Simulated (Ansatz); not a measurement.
**A relaxation, step by step**

SiPNH₈O, singlet, PBE0-D4/def2-TZVP (Ansatz 0.2.0). Settings:

```yaml
hamiltonian: {xc: pbe0, dispersion: d4}
relax: {f_tol: 0.005, max_steps: 200}
```

Start, a step off a saddle point along its unstable mode:

```xyz
12
angstrom
Si -0.6866 0.4059 0.6830
N -0.1618 -1.3907 0.1730
H -1.5027 -0.1712 1.8244
H -1.7697 0.9131 -0.2008
O 0.3567 1.2452 1.6500
H 0.3171 -1.1986 -0.6769
P 0.9277 1.2310 -1.2995
H -0.9357 -2.0577 0.0777
H 0.5001 -1.7622 0.8587
H 0.9771 1.7334 1.0895
H 0.0864 0.8740 -2.4880
H 1.8916 0.1779 -1.6911
```

| step | energy less the last (meV) | largest force component (eV/Å) |
| --- | --- | --- |
| 1 | 1144.1 | 1.299 |
| 5 | 803.4 | 0.545 |
| 9 | 584.7 | 0.770 |
| 13 | 162.1 | 1.094 |
| 17 | 66.5 | 0.098 |
| 21 (rejected trial) | 71.6 | 0.391 |
| 25 | 43.3 | 0.098 |
| 29 | 38.0 | 0.097 |
| 33 | 32.4 | 0.107 |
| 37 | 21.6 | 0.214 |
| 41 | 9.3 | 0.306 |
| 45 | 1.2 | 0.039 |
| 49 | 0.2 | 0.018 |
| 53 | 0.0 | 0.007 |
| 57 | 0.0 | 0.003 |

Step 5, positions (Å) and forces (eV/Å):

```csv
atom,x,y,z,Fx,Fy,Fz
Si1,-0.554,0.503,0.554,-0.178,0.018,0.251
N2,-0.148,-1.435,0.037,0.039,-0.099,-0.545
H3,-1.312,-0.193,1.677,0.086,-0.014,-0.075
H4,-1.760,1.005,-0.211,0.133,-0.046,0.081
O5,0.338,1.367,1.674,-0.002,0.085,-0.210
H6,0.247,-1.513,-0.909,-0.220,-0.020,0.453
P7,0.846,1.209,-1.242,0.000,0.008,-0.041
H8,-0.977,-2.023,0.136,0.132,0.109,-0.020
H9,0.544,-1.770,0.702,-0.018,0.023,-0.024
H10,0.958,1.970,1.247,-0.033,-0.009,0.118
H11,0.015,0.713,-2.279,-0.024,-0.038,-0.043
H12,1.802,0.165,-1.386,0.083,-0.017,0.055
```

Last step (57):

Si1  (-0.096, 0.661, 0.700)
N2  (-0.802, -1.717, -0.491)
H3  (0.350, -0.403, 1.625)
H4  (-1.569, 0.664, 0.486)
O5  (0.276, 2.050, 1.538)
H6  (-1.243, -1.590, -1.394)
P7  (0.970, 0.684, -1.301)
H8  (-1.502, -2.080, 0.145)
H9  (-0.087, -2.426, -0.596)
H10  (-0.054, 2.876, 1.185)
H11  (1.838, -0.390, -0.974)
H12  (1.919, 1.672, -0.923)
(Å)

Hardware: 4 CPU threads of an Arm Neoverse V2, shared host. Wall time about 2.2 min.
